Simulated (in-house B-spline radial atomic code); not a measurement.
A calculation on Nb VII (Nb6+) (with a hole in an inner shell): its settings, and results tabulated from the run. Method: Dirac-Hartree-Fock, average of configuration, Fermi nucleus of rms radius 4.324 fm. Calculated with a radial B-spline atomic code at the basis-set limit.

Command:
```bash
python run_scf.py task.json out
```
Settings (nuclear radius in fm, mass in u):
```
Z                41
configuration    2s2 2p6 3s2 3p6 3d10 4s2 4p6 4d1
hamiltonian      dirac
method           hf
spin_polarised   False
nucleus          fermi
rms_radius       4.324
atomic_mass      92.90637
speed_of_light   137.035999084
```

Output (hartree, bohr):
```
 radial grid: 67 intervals, B-splines of order 8, outer radius 15.5224 bohr

 iter        energy (Eh)    residual
    1       -2368.590430    1.72e+00
    2       -2385.997024    5.94e-01
    3       -2389.371744    1.68e-01
    4       -2389.670072    4.34e-02
    5       -2389.692050    2.28e-02
    6       -2389.697060    3.57e-04
    7       -2389.697062    5.24e-05
    8       -2389.697062    4.75e-06
    9       -2389.697062    2.35e-07

 total energy                     -2389.69706
 kinetic                            2454.8442
 electron-nucleus                  -6034.5729
 electron-electron                  1190.0316

 first-order corrections (not in the total)
   Gaunt                             0.6529
   retardation                      -0.0475
   frequency dependence             -0.0005
   self-energy                       0.2556
   Uehling                          -0.0243
   Wichmann-Kroll                    0.0004
   recoil                            0.0115

 orbital      occ     eigenvalue          <r>       <r^2>       <1/r>     <1/r^3>       r_max    small
 2s1/2      2.000      -113.2610     0.152319   0.0274236     10.0488           -      0.1294  4.95e-03
 2p1/2      2.000      -107.0144     0.128234   0.0201631     10.0602           -     0.09923  4.98e-03
 2p3/2      4.000      -102.8431     0.132695   0.0214684     9.58216      2495.1       0.103  4.82e-03
 3s1/2      2.000       -23.5704     0.419374    0.201325     3.47853           -      0.3779  1.35e-03
 3p1/2      2.000       -20.5109     0.408554    0.194042     3.40141           -      0.3608  1.31e-03
 3p3/2      4.000       -19.7857     0.418198    0.203111     3.28866     429.396      0.3695  1.27e-03
 3d3/2      4.000       -13.6255     0.394019    0.185761       3.115     65.2771      0.3096  1.16e-03
 3d5/2      6.000       -13.4802      0.39737    0.188781      3.0838     62.1614      0.3123  1.15e-03
 4s1/2      2.000        -6.1335      1.04287     1.22229     1.30188           -      0.9514  3.20e-04
 4p1/2      2.000        -5.0024      1.09996     1.36858     1.21544           -      0.9894  2.86e-04
 4p3/2      4.000        -4.8811      1.12123     1.42135     1.18615     67.2843       1.009  2.78e-04
 4d3/2      0.400        -3.2675      1.31619      1.9868    0.985885     7.75034       1.147  2.05e-04
 4d5/2      0.600        -3.2516      1.32406     2.01003    0.978959     7.38252       1.155  2.03e-04
```

Cost of the run: 0.88 s on 1 thread of Arm Neoverse V2 (shared host).

For the Dirac Hamiltonian the kinetic term is c α·p + (β - 1)c².
